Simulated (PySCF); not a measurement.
Bromodifluoromethane, CHBrF2.
Numbering: `[F:1][CH:2]([F:3])[Br:4]` (hydrogens: H5 on C2)

A GFN2-xTB structure was refined with PBE0-D3(BJ)/def2-SVP geometry optimisation, gas phase in PySCF. Its GFN2-xTB values:

```csv
coordinate,GFN2-xTB
F1–C2,1.301 Å
C2–Br4,1.989 Å
C2–H5,1.090 Å
F1–C2–F3,108.0°
F1–C2–Br4,108.4°
F1–C2–H5,110.8°
Br4–C2–H5,109.4°
```

How do these coordinates change at the PBE0-D3(BJ)/def2-SVP level?

| coordinate | PBE0-D3(BJ)/def2-SVP (Å or °) | change |
| --- | --- | --- |
| C2–Br4 | 1.941 | -0.048 |
| F1–C2 | 1.326 | +0.025 |
| C2–H5 | 1.100 | +0.010 |
| Br4–C2–H5 | 107.7 | -1.7 |
| F1–C2–Br4 | 109.6 | +1.2 |
| F1–C2–F3 | 109.0 | +1.0 |
| F1–C2–H5 | 110.4 | -0.4 |

The energy falls by 1.0 kcal/mol over 7 energy and gradient evaluations, the largest force component goes from 0.0193 to 2.3e-04 Eh/bohr, and the atoms move by 0.029 Å rms after alignment. The bond that changes most is C2–Br4 (CHF2 carbon to alkyl bromine), which shortens by 0.048 Å. Bonds longer at the end by more than 0.005 Å: 2 of 4; shorter: 2. Rotational constants go from 10515, 2790, 2303 to 10311, 2889, 2356 MHz.

The run used 79 basis functions and 49 SCF cycles in all. Hardware: one thread of an Arm Neoverse V2, on a shared host. Cost: 12 s of wall time, 0.34 GiB resident at most.

Whether it is a minimum is left open (no frequencies).
